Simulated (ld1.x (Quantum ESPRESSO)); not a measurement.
What one change does to a pseudopotential (tellurium, TM semilocal)

ld1.x (Quantum ESPRESSO) 7.5 input, shortened:

```
&input
   title='Te', zed=52., rel=1, dft='WC', iswitch=3,
   config='[Kr] 4d10 5s1.75 5p4.25'
 /
 &inputp
   pseudotype=1, tm=.true., lloc=1,
   nlcc=.true., new_core_ps=.true., rcore=0.50
 /
3
5S  1  0   1.75   0.00  1.80  1.80  0.0
4D  3  2  10.00   0.00  1.00  1.00  0.0
5P  2  1   4.25   0.00  1.90  1.90  0.0
 &test
   configts(1)='4d10 5s1.75 5p4.25'
 /
```

Change: wave 5p (bound): rc 1.90 bohr becomes 5p (bound): rc 2.00 bohr.

Cutoffs: the cutoffs (Ry, on a coarse ladder) from which the occupation-weighted sum of valence levels, in a spherical-Bessel basis at the reference potential, stays within 10 and 1 mRy of its value at 400 Ry; they do not see the model core or the augmentation charge, which bear on the density cutoff. Errors are all-electron minus pseudo energies relative to the spin-unpolarised reference configuration.

Task: Predict the effect on cutoff, ghosts and configuration errors.

Result: The potential gets neither clearly harder nor softer (120 Ry and 180 Ry → 120 Ry and 180 Ry); the d channel sets the loose cutoff, while the largest relative change is in p, which becomes harder; of the 7 tests that both files solve, the error grows in 2 and shrinks in 0 by more than 15 % and 0.3 meV (median size 1.2 → 1.5 meV); neither file shows a bound ghost. A semilocal file is local in each channel, so a ghost entry of none says nothing of the separable form that plane-wave codes build from it.

| quantity | base | changed |
| --- | --- | --- |
| cutoff, loose | 120 Ry | 120 Ry |
| cutoff, tight | 180 Ry | 180 Ry |
| loose cutoff by channel (10 mRy a level) | s 21 Ry, d 100 Ry, p 10 Ry | s 21 Ry, d 100 Ry, p 12 Ry |
| bound ghosts | none | none |
| error for 4d10 5s2 5p4, meV [ΔE -2.30 eV] | +0.1 | +0.1 |
| error for 4d10 5s2 5p3, meV [ΔE 7.46 eV] | -1.3 | -1.5 |
| error for 4d10 5s2 5p2, meV [ΔE 25.45 eV] | +0.5 | -0.2 |
| error for 4d9 5s2 5p5, meV [ΔE 35.87 eV] | -315 | -329 |
| error for 4d10 5s0 5p6, meV [ΔE 16.48 eV] | -4.8 | -6.8 |
| error for 4d10 5s1 5p5, meV [ΔE 6.99 eV] | -1.2 | -1.5 |
| error for 4d10 5s2 5p3.5, meV [ΔE 1.60 eV] | -0.9 | -0.9 |
